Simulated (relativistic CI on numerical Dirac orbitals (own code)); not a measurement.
# Ligand-field terms of d7

Computed with a parametric ligand-field model of a d^n configuration (Racah B and C, spin-orbit zeta, crystal field), exact diagonalisation.

Field parameters in Wybourne normalisation: D3d B²₀ = −7Dσ, B⁴₀ = −14Dq − 21Dτ, B⁴₃ = −14√(10/7) Dq; D4h B²₀ = −7Ds, B⁴₀ = 21(Dq − Dt), B⁴₄ = 21√(5/14) Dq; Oh B⁴₀ = 21Dq, B⁴₄ = √(5/14) B⁴₀. The field is a parameter set, without covalency.

Ground term and bands for B = 530, C = 2020, ζ = 0 cm⁻¹, D4h, 10Dq = 11200, Ds = -1290, Dt = -720 cm⁻¹?

Ground term 2B1 with 1.02 electrons in the two orbitals of the cubic e set. Spin-allowed: 2A1 8492 cm⁻¹ (1178 nm), 2B2 10955 cm⁻¹ (913 nm), 2E 15700 cm⁻¹ (637 nm), 2A2 18459 cm⁻¹ (542 nm). Lowest spin-forbidden: 4E 9618 cm⁻¹ (1040 nm), 4A2 9721 cm⁻¹ (1029 nm), 4E 20758 cm⁻¹ (482 nm).

Ground term and bands for B = 570, C = 2420, ζ = 0 cm⁻¹, D3d, 10Dq = 22150, Dσ = 170, Dτ = -20 cm⁻¹?

Ground term 2E with 1.02 electrons in the two orbitals of the cubic e set. Spin-allowed: 2E 20210 cm⁻¹ (495 nm), 2A2 20410 cm⁻¹ (490 nm), 2A1 20825 cm⁻¹ (480 nm), 2E 20862 cm⁻¹ (479 nm). Lowest spin-forbidden: 4E 10312 cm⁻¹ (970 nm), 4A2 10534 cm⁻¹ (949 nm), 4E 31108 cm⁻¹ (321 nm).

A d7 ion in Oh symmetry has the ground term 4T1 and bands at 4T2 4015 cm⁻¹ (2491 nm), 4A2 8715 cm⁻¹ (1147 nm), 2E 9905 cm⁻¹ (1010 nm), 2T1 13337 cm⁻¹ (750 nm), 2T2 13454 cm⁻¹ (743 nm), 4T1 14129 cm⁻¹ (708 nm). Which parameters reproduce them?

B = 720, C = 3160, ζ = 0 cm⁻¹, Oh, 10Dq = 4700 cm⁻¹.

Ground term and bands for B = 550, C = 2680, ζ = 0 cm⁻¹, D3d, 10Dq = 22700, Dσ = 1200, Dτ = -130 cm⁻¹?

Ground term 2E with 1.04 electrons in the two orbitals of the cubic e set. Spin-allowed: 2E 19829 cm⁻¹ (504 nm), 2A1 20817 cm⁻¹ (480 nm), 2A2 21080 cm⁻¹ (474 nm), 2E 21102 cm⁻¹ (474 nm). Lowest spin-forbidden: 4E 9337 cm⁻¹ (1071 nm), 4A2 10908 cm⁻¹ (917 nm), 4E 30324 cm⁻¹ (330 nm).

Ground term and bands for B = 810, C = 4070, ζ = 0 cm⁻¹, D4h, 10Dq = 19450, Ds = -1340, Dt = 620 cm⁻¹?

Ground term 4E with 2.03 electrons in the two orbitals of the cubic e set. Spin-allowed: 4A2 6262 cm⁻¹ (1597 nm), 4B2 12969 cm⁻¹ (771 nm), 4E 18316 cm⁻¹ (546 nm), 4A2 22096 cm⁻¹ (453 nm). Lowest spin-forbidden: 2B1 3967 cm⁻¹ (2521 nm), 2A1 5946 cm⁻¹ (1682 nm), 2E 15992 cm⁻¹ (625 nm).
